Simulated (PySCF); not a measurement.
F2Mg, charge -1, doublet, at a GFN2-xTB geometry (such geometries of metal compounds can be far from the true shape) (a state made from the parent by changing its charge; the spin is typed, not shown lowest) (in this run its highest filled SCF level lies above zero, so its values depend strongly on the basis, on diffuse functions most of all); HF/def2-SV(P) in PySCF.

Here is a job for PySCF.
```python
from pyscf import gto, scf

mol = gto.M(
    atom='''
Mg    0.000000    0.000000    0.000000
F     0.000000    0.000000    1.798162
F    -0.000000   -0.000000   -1.798162
''',
    basis='def2-sv(p)',
    charge=-1,
    spin=1,
    verbose=4,
)

mf = scf.UHF(mol)
mf.kernel()
mf.analyze()
```

It wrote (shortened):

```
PySCF version 2.14.0

[INPUT] verbose = 4
[INPUT] num. atoms = 3
[INPUT] num. electrons = 31
[INPUT] charge = -1
[INPUT] spin (= nelec alpha-beta = 2S) = 1
[INPUT] symmetry False subgroup None
[INPUT] Mole.unit = angstrom
[INPUT] Symbol           X                Y                Z      unit          X                Y                Z       unit  Magmom
[...]
nuclear repulsion = 75.4848309557092
number of shells = 20
number of NR pGTOs = 84
number of NR cGTOs = 46
basis = def2-sv(p)
ecp = {}

******** <class 'pyscf.scf.uhf.UHF'> ********
method = UHF
initial guess = minao
damping factor = 0
level_shift factor = 0
DIIS = <class 'pyscf.scf.diis.CDIIS'>
diis_start_cycle = 1
diis_space = 8
diis_damp = 0
SCF conv_tol = 1e-09
SCF conv_tol_grad = None
SCF max_cycles = 50
direct_scf = True
direct_scf_tol = 1e-13
number electrons alpha = 16  beta = 15
Set gradient conv threshold to 3.16228e-05
init E= -397.89922005233

cycle= 1 E= -398.24550557038  delta_E= -0.346  |g|= 0.575  |ddm|= 1.17
cycle= 2 E= -398.318407049165  delta_E= -0.0729  |g|= 0.42  |ddm|= 0.803
cycle= 3 E= -398.373812377751  delta_E= -0.0554  |g|= 0.0206  |ddm|= 0.252
cycle= 4 E= -398.374995860525  delta_E= -0.00118  |g|= 0.00688  |ddm|= 0.207
cycle= 5 E= -398.375137628664  delta_E= -0.000142  |g|= 0.00252  |ddm|= 0.0904
cycle= 6 E= -398.375152111941  delta_E= -1.45e-05  |g|= 0.000697  |ddm|= 0.0323
cycle= 7 E= -398.375152702925  delta_E= -5.91e-07  |g|= 0.000215  |ddm|= 0.00264
cycle= 8 E= -398.375152794573  delta_E= -9.16e-08  |g|= 7.11e-05  |ddm|= 0.00125
cycle= 9 E= -398.375152805105  delta_E= -1.05e-08  |g|= 1.58e-05  |ddm|= 0.00037
cycle= 10 E= -398.375152805539  delta_E= -4.34e-10  |g|= 2.93e-06  |ddm|= 0.000118
Extra cycle  E= -398.375152805546  delta_E= -7.62e-12  |g|= 1.28e-06  |ddm|= 4.42e-06
converged SCF energy = -398.375152805546  <S^2> = 0.75222519  2S+1 = 2.002224
**** SCF Summaries ****
Total Energy =                        -398.375152805546463
Nuclear Repulsion Energy =              75.484830955709214
One-electron Energy =                 -716.892635904413851
Two-electron Energy =                  243.032652143158231
Two-electron Coulomb Energy =          279.510548749809004
DFT Exchange-Correlation Energy =      -36.477896606650773
**** MO energy ****
                             alpha | beta                alpha | beta
[...]
To work with the spin densities directly, `use mulliken_meta_spin()` only printing them here.

 ** Mulliken spin pop alpha/beta on meta-lowdin orthogonal AOs **
 ** Mulliken Spin Density (per AO)  **
spin_pop of  0 Mg 1s        0.00000
spin_pop of  0 Mg 2s        0.00000
spin_pop of  0 Mg 3s        0.75008
spin_pop of  0 Mg 4s        0.13659
spin_pop of  0 Mg 2px       0.00000
spin_pop of  0 Mg 2py       0.00000
spin_pop of  0 Mg 2pz       0.00001
spin_pop of  0 Mg 3px       0.00775
spin_pop of  0 Mg 3py       0.00775
spin_pop of  0 Mg 3pz      -0.00077
spin_pop of  0 Mg 4px      -0.00003
spin_pop of  0 Mg 4py      -0.00003
spin_pop of  0 Mg 4pz       0.00033
spin_pop of  0 Mg 3dxy     -0.00000
spin_pop of  0 Mg 3dyz      0.00188
spin_pop of  0 Mg 3dz^2     0.03329
spin_pop of  0 Mg 3dxz      0.00188
spin_pop of  0 Mg 3dx2-y2   -0.00000
spin_pop of  1 F 1s        0.00000
spin_pop of  1 F 2s        0.01793
spin_pop of  1 F 3s        0.00569
spin_pop of  1 F 2px      -0.00517
spin_pop of  1 F 2py      -0.00517
spin_pop of  1 F 2pz       0.01439
spin_pop of  1 F 3px       0.00034
spin_pop of  1 F 3py       0.00034
spin_pop of  1 F 3pz       0.00216
spin_pop of  1 F 3dxy     -0.00000
spin_pop of  1 F 3dyz      0.00002
spin_pop of  1 F 3dz^2     0.00006
spin_pop of  1 F 3dxz      0.00002
spin_pop of  1 F 3dx2-y2    0.00000
spin_pop of  2 F 1s        0.00000
spin_pop of  2 F 2s        0.01793
spin_pop of  2 F 3s        0.00569
spin_pop of  2 F 2px      -0.00517
spin_pop of  2 F 2py      -0.00517
spin_pop of  2 F 2pz       0.01439
spin_pop of  2 F 3px       0.00034
spin_pop of  2 F 3py       0.00034
spin_pop of  2 F 3pz       0.00216
spin_pop of  2 F 3dxy      0.00000
spin_pop of  2 F 3dyz      0.00002
spin_pop of  2 F 3dz^2     0.00006
spin_pop of  2 F 3dxz      0.00002
spin_pop of  2 F 3dx2-y2    0.00000
 ** Mulliken Spin Density (per atom)  **
spin density of  0 Mg =      0.93874
spin density of  1 F =      0.03063
spin density of  2 F =      0.03063
 ** Mulliken pop alpha/beta on meta-lowdin orthogonal AOs **
 ** Mulliken pop       alpha | beta **
In total            16.00000 | 15.00000
 ** Mulliken atomic charges   ( Nelec_alpha | Nelec_beta ) **
charge of  0Mg =      0.74968  (     6.09453      5.15579 )
charge of  1F =     -0.87484  (     4.95274      4.92211 )
charge of  2F =     -0.87484  (     4.95274      4.92211 )

WARN: System has nonzero charge -1; the dipole moment is origin-dependent.
Location of origin: [0. 0. 0.]

Dipole moment(X, Y, Z, Debye):  0.00000, -0.00000,  0.00000
```
